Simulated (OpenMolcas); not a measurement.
## C2H3AlO (SMILES C#[C][AlH][OH]): methods side by side

The species is C2H3AlO (7 atoms), meant as a singlet with charge 0. SMILES: `C#[C][AlH][OH]`. Geometry: a GFN2-xTB relaxation, a rough one for these elements and not checked as a minimum. This is one conformer, not always the lowest.

Quantity: the electronic atomisation energy, in eV. The values are calculated. Electronic energies at fixed atoms, without zero-point motion or spin-orbit coupling.

```csv
level,kind,program,value (eV),CPU time (all runs)
HF/6-311+G**,Hartree–Fock,OpenMolcas,20.49,23 s
SVWN5/6-311+G**,LDA,OpenMolcas,32.50,46 s
M06-L/6-311+G**,meta-GGA,OpenMolcas,28.58,2.2 min
TPSS/6-311+G**,meta-GGA,OpenMolcas,28.43,78 s
B3LYP/6-311+G**,global hybrid,OpenMolcas,28.22,52 s
BHLYP/6-311+G**,global hybrid,OpenMolcas,?,53 s
M06-2X/6-311+G**,hybrid meta-GGA,OpenMolcas,28.53,67 s
PBE0/6-311+G**,global hybrid,OpenMolcas,?,52 s
```

**Question.** Estimate what the levels marked ? give.

**Answer.** As computed at these levels: BHLYP/6-311+G**: 27.22 eV; PBE0/6-311+G**: 28.24 eV. The values span 20.49 to 32.50 eV. CPU times are rough (shared hosts, several kinds of processor): they show what a rung costs within a factor of a few.
